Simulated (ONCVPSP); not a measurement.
# Scattering properties, ONCV potential for I (Z = 53)

iodine (I), optimised norm-conserving Vanderbilt (ONCV), made with ONCVPSP 4.0.1 (PBE, scalar-relativistic). Core [Kr] 4d10, reference 5s2 5p5. Waves: 5s: rc 1.70 bohr, ncon 4, nbas 7, qcut 2.9 1/bohr, 3 projectors, debl 4 Ha; 5p: rc 2.20 bohr, ncon 3, nbas 7, qcut 4.2 1/bohr, 2 projectors, debl 3.1 Ha. Local part: polynomial inside 1.70 bohr (lpopt 5, dvloc0 1 Ha). Core correction: polynomial model core, fcfact 0.3.

The phase is arctan(r·R′/R) of the radial function R(r), unwrapped; energies in Ha, scanned from -2 to 5 Ha. A pole is an energy at which the radial function vanishes at the test radius. The pseudo phase is shifted by a multiple of π to meet the all-electron one at the reference energy, and phase errors are pseudo minus all-electron; the curves can meet again beyond the range given. Levels narrower than the energy grid can be missing from the lists of poles.

Task: For each channel, where are the poles, and over which energies does the pseudopotential scatter like the atom?

Result:

```tsv
channel	radius (bohr)	reference energy (Ha)	poles, all-electron	poles, pseudo	unbroken range about the reference energy with phases within 0.05 rad	phase error 1 Ha above the reference energy (rad)
s	1.73	-0.64	2.39	2.39	the whole range	-0.000
p	2.24	-0.26	1.09	1.08	below 4.9	-0.001
```

Phases in the p channel:

```csv
E (Ha),all-electron,pseudo
-1.98,1.195,1.193
-1.80,1.156,1.154
-1.62,1.105,1.103
-1.44,1.035,1.033
-1.26,0.935,0.933
-1.08,0.782,0.780
-0.90,0.534,0.531
-0.72,0.137,0.135
-0.54,-0.367,-0.368
-0.36,-0.785,-0.785
-0.18,-1.050,-1.050
0.00,-1.213,-1.214
0.18,-1.321,-1.321
0.36,-1.397,-1.397
0.54,-1.453,-1.454
0.72,-1.499,-1.499
0.90,-1.536,-1.537
1.08,-1.569,-1.570
1.26,-1.599,-1.600
1.44,-1.627,-1.629
1.62,-1.656,-1.657
1.80,-1.685,-1.686
1.98,-1.717,-1.718
2.16,-1.753,-1.754
2.34,-1.797,-1.797
2.52,-1.851,-1.852
2.70,-1.925,-1.925
2.88,-2.033,-2.033
3.06,-2.205,-2.206
3.24,-2.505,-2.513
3.42,-3.010,-3.038
3.60,-3.585,-3.629
3.78,-3.970,-4.014
3.96,-4.187,-4.227
4.14,-4.316,-4.354
4.32,-4.400,-4.438
4.50,-4.459,-4.498
4.68,-4.502,-4.545
4.86,-4.536,-4.585
```
